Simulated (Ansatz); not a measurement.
The first iterations of a band of BGeH5O (8 atoms, charge 0, multiplicity 1).

Method: Ansatz 0.2.0, RHF/def2-SVP.

```json
{
 "movable images": "5",
 "climbing image": "yes",
 "spring": "0.5 eV/Å²",
 "optimiser": "quadratic models (default)",
 "start path": "through a guess of the saddle point",
 "force threshold": "0.05 eV/Å",
 "iteration limit": "60",
 "end points": "relaxed"
}
```

First end point:

```xyz
8
Properties=species:S:1:pos:R:3
B -1.160 0.701 -0.792
Ge 0.547 0.069 0.215
O 0.289 -1.601 0.762
H -2.107 -0.017 -0.930
H -1.205 1.809 -1.249
H 0.847 0.948 1.447
H 1.795 0.102 -0.691
H 0.994 -2.011 1.237
```

Last end point:

```xyz
8
Properties=species:S:1:pos:R:3
B -0.893 0.891 -0.814
Ge 1.016 0.911 0.031
O 0.814 -1.306 0.668
H -1.530 -0.113 -1.027
H -1.390 1.919 -1.200
H 0.514 1.315 1.470
H -0.021 -1.734 0.534
H 1.489 -1.882 0.338
```

| iteration | highest image above the first end (eV) | largest band force component (eV/Å) |
| --- | --- | --- |
| 1 | 13.017 | 77.133 |
| 2 | 4.177 | 4.517 |
| 3 | 3.870 | 2.517 |
| 4 | 3.664 | 1.365 |
| 5 | 3.290 | 1.918 |

**Question.** Does the band converge within its limit, and where does its top end?

**Answer.** The forces met the threshold. It ended after 16 iterations with the highest image 3.337 eV above the first end. Neighbouring images differ by up to 2.6 eV, so the band resolves the path poorly. Another band between the same ends (5 images) ends at a top of the same energy, where a vibrational analysis finds 1 clearly imaginary mode. The orbitals stay closed-shell, which can raise the energy where a bond breaks towards radicals; this wasn't checked here.

Run time: 100 s on 1 thread of Arm Neoverse V2, with other jobs on the host, peak memory 0.16 GiB.
